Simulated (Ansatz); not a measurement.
Species: CH₄NS, SMILES `C[N]S` (C–N–S–H torsion 1°) (charge 0, multiplicity 2).

### Question
Give a relaxed geometry from B3LYP-D3(BJ)/def2-TZVP run with Ansatz (an electronic-structure program).

### Answer
Several could match; the one computed here: the end point of this relaxation, one of several conformers (outside a Z-matrix the atoms follow the SMILES, hydrogens last).
Z-matrix (Å, degrees):
```
C
H 1 1.0899
H 1 1.0979 2 108.59
H 1 1.0979 2 108.45 3 116.66
N 1 1.4451 2 108.88 4 121.39
S 5 1.6249 1 117.63 2 177.91
H 6 1.3655 5 104.37 1 -0.85
```
